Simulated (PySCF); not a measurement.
A PySCF script (with the pyscf-properties extension) for the NMR shieldings of `B[SiH](C)C`, C2H9BSi, on a GFN2-xTB geometry:

```python
import basis_set_exchange as bse
import numpy as np
from pyscf import gto, dft
from pyscf.prop import nmr

atoms = """
B     1.575132   -0.898596    1.012048
Si    0.295548   -0.226662   -0.312453
C     0.160665    1.684303   -0.251613
C    -1.469119   -0.902153    0.009175
H     2.516931   -1.521396    0.706058
H     1.437055   -0.696630    2.156862
H     0.575565   -0.546665   -1.733391
H    -0.558718    2.054965   -0.975290
H     1.115855    2.154384   -0.468604
H    -0.155433    2.025584    0.730404
H    -2.179685   -0.518886   -0.716646
H    -1.824607   -0.620997    0.996740
H    -1.493575   -1.986762   -0.049611
"""
names = dict.fromkeys(["B", "Si", "C", "H"], "pcSseg-1")
basis = {el: gto.basis.parse(bse.get_basis(n, elements=[el], fmt="nwchem")) for el, n in names.items()}
mol = gto.M(atom=atoms, basis=basis, charge=0, verbose=0)
mf = dft.RKS(mol, xc="PBE0")
mf.grids.level = 2
mf.grids.alignment = dft.numint.BLKSIZE   # the property module wants whole blocks of grid points
mf.conv_tol = 1e-9
mf.kernel()

calc = nmr.RKS(mf)   # GIAO
C = mf.mo_coeff
Co = C[:, mf.mo_occ > 0]
resp = mf.gen_response(singlet=True, hermi=2)
def vind(x):   # induced exchange potential for any number of trial vectors
    d = np.einsum("pi,xij,qj->xpq", C, 2 * x.reshape(-1, C.shape[1], Co.shape[1]), Co, optimize=True)
    return np.einsum("xpq,pi,qj->xij", resp(d - d.transpose(0, 2, 1)), C, Co, optimize=True).ravel()
mo1, _ = nmr.rhf.solve_mo1(calc, with_cphf=vind)
sigma = calc.kernel(mo1)
for i, s in enumerate(sigma):   # ppm
    print("%2d %-2s %9.2f" % (i, mol.atom_pure_symbol(i), np.trace(s) / 3))
```

Problem. What are the results?

Solution. 
```
 0 B     -20.06
 1 Si    399.03
 2 C     192.11
 3 C     192.10
 4 H      20.82
 5 H      20.90
 6 H      27.29
 7 H      31.40
 8 H      31.68
 9 H      31.60
10 H      31.40
11 H      31.60
12 H      31.68
```

These numbers come from an equivalent density-fitted implementation of the same equations, which agrees with the script to about 0.01 ppm for H and up to a few tenths of a ppm for heavy atoms, so last digits may differ.

Size and cost of the density-fitted run: 120 basis functions, 22 s wall time on 1 thread of an Arm Neoverse V1, shared host; peak memory 0.53 GiB.
